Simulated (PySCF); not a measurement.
PySCF job for ethenyl silylformate (C₃H₆O₂Si), SMILES C=COC(=O)[SiH3], PBE0/pcSseg-1. Geometry optimised at PBE0-D3(BJ)/def2-SVP. The values are those of a single conformer.

```python
import numpy as np
from pyscf import gto, scf, dft
from pyscf.prop.nmr import rks as nmr

mol = gto.M(
    atom='''
    C    -2.66625207    0.39471579   -0.10879061
    C    -1.61000488    1.18812506   -0.28281691
    O    -0.27164864    0.88521653   -0.20338985
    C     0.22307046   -0.34155370    0.08080140
    O    -0.44184987   -1.31662714    0.29900140
    Si    2.15081781   -0.37140577    0.09882090
    H    -3.65342595    0.84778150   -0.22006029
    H    -2.58769766   -0.66211122    0.13410487
    H    -1.71012054    2.24848235   -0.52660211
    H     2.56171669   -0.84547301    1.45035468
    H     2.57557724   -1.35662873   -0.93535070
    H     2.72960803    0.97119191   -0.18599453
    ''',
    basis='pcSseg-1',
    charge=0,
    spin=0,
    max_memory=1600,
    verbose=3,
)
mf = dft.RKS(mol, xc='pbe0')
mf.grids.level = 3
mf.conv_tol = 1e-10
mf.max_cycle = 100
mf.kernel()
n = nmr.NMR(mf)
n.verbose = 2
n.max_cycle_cphf = 60
sigma = n.kernel()
print('atom   isotropic/ppm   span/ppm')
for i, s in enumerate(sigma):
    w = np.linalg.eigvalsh((s + s.T) / 2)
    print(f'{mol.atom_symbol(i):2s}{i + 1:3d} {w.mean():14.3f} {w[2] - w[0]:11.3f}')
```

Log of the run:

```
converged SCF energy = -557.369630601026
atom   isotropic/ppm   span/ppm
C   1         73.164     195.159
C   2         32.862     174.511
O   3         51.449     398.107
C   4          1.662     165.942
O   5       -208.696     866.724
Si  6        433.977      50.473
H   7         26.266       4.091
H   8         24.581       8.238
H   9         24.961       6.226
H  10         27.149       7.022
H  11         27.142       6.985
H  12         27.158       7.947
```

The calculation finished and met its thresholds.

Cost: around 40 core-seconds (rough).
